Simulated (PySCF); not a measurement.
**Partial charges of salicylaldehyde**

Compound: salicylaldehyde, C7H6O2.
Cartesian coordinates in Å at the PBE0-D3(BJ)/def2-SVP level; atoms count from 1:
```xyz
15
C7H6O2 angstrom
O      2.7140   -0.1881   -0.6614
C      1.7668   -0.9634   -0.6568
C      0.4139   -0.5879   -0.2926
C     -0.6281   -1.5315   -0.3124
C     -1.9169   -1.1693    0.0345
C     -2.1714    0.1605    0.4079
C     -1.1640    1.1119    0.4365
C      0.1477    0.7547    0.0865
O      1.1043    1.6665    0.1162
H      1.9224   -2.0293   -0.9452
H     -0.3979   -2.5594   -0.6080
H     -2.7254   -1.9018    0.0188
H     -3.1869    0.4563    0.6831
H     -1.3588    2.1457    0.7264
H      1.9419    1.2145   -0.1621
```

Density: PBE0/pcSseg-1 (PySCF); schemes: Mulliken, IAO, Hirshfeld and ESP-fitted. Geometry: PBE0-D3(BJ)/def2-SVP, one conformer, isolated molecule.

Task: Which atoms carry the highest charge in the Mulliken, IAO, Hirshfeld and ESP-fitted schemes?

Result: The schemes don't all agree: Mulliken C2 (+0.407); IAO H15 (+0.359); Hirshfeld H15 (+0.126); ESP-fitted C8 (+0.585).

Task: Do the Mulliken, IAO, Hirshfeld and ESP-fitted schemes agree on where the charge is lowest?

Result: The schemes don't all agree: Mulliken O1 (-0.438); IAO O9 (-0.455); Hirshfeld O1 (-0.203); ESP-fitted O9 (-0.605).

Task: Give the atomic charges in each scheme.

Result: In e:

```csv
atom,environment,Mulliken,IAO,Hirshfeld,ESP-fitted
O1,aldehyde oxygen,-0.438,-0.413,-0.203,-0.517
C2,aldehyde carbon,+0.407,+0.244,+0.119,+0.471
C3,substituted aromatic carbon,-0.437,-0.141,-0.052,-0.345
C4,aromatic CH carbon,-0.007,-0.119,-0.036,-0.132
C5,aromatic CH carbon,-0.087,-0.182,-0.064,-0.187
C6,aromatic CH carbon,-0.050,-0.112,-0.026,-0.065
C7,aromatic CH carbon,-0.102,-0.194,-0.066,-0.384
C8,aromatic carbon bearing oxygen,+0.319,+0.261,+0.101,+0.585
O9,phenol-type oxygen,-0.361,-0.455,-0.173,-0.605
H10,formyl hydrogen,+0.089,+0.117,+0.051,+0.037
H11,aromatic hydrogen,+0.092,+0.153,+0.055,+0.156
H12,aromatic hydrogen,+0.100,+0.156,+0.052,+0.149
H13,aromatic hydrogen,+0.108,+0.160,+0.059,+0.150
H14,aromatic hydrogen,+0.112,+0.167,+0.056,+0.208
H15,phenol-type hydroxyl hydrogen,+0.256,+0.359,+0.126,+0.478
```

Mean size of the charges over all atoms: ESP-fitted 0.298 e, IAO 0.215 e, Mulliken 0.198 e, Hirshfeld 0.083 e. Each set sums to the total charge, 0, to within 0.001 e. The ESP scheme fits charges at the nuclei, held to the total charge, to the electrostatic potential on points at 1.4 to 2.0 times the van der Waals radii.

Task: How many electrons does the Hirshfeld scheme count on O9?

Result: Z − q = 8 − (-0.173) = 8.173.

Task: Sum the charges by element.

Result: 
```tsv
element	atoms	Mulliken	IAO	Hirshfeld	ESP-fitted
O	2	-0.799	-0.868	-0.376	-1.122
C	7	+0.042	-0.243	-0.024	-0.056
H	6	+0.757	+1.111	+0.399	+1.179
```

Task: How closely do the schemes follow one another over all atoms?

Result: Correlation coefficient and root-mean-square difference: IAO with Hirshfeld 0.99, 0.146 e; IAO with ESP-fitted 0.96, 0.140 e; Hirshfeld with ESP-fitted 0.95, 0.262 e; Mulliken with ESP-fitted 0.94, 0.147 e; Mulliken with Hirshfeld 0.92, 0.163 e; Mulliken with IAO 0.90, 0.111 e.
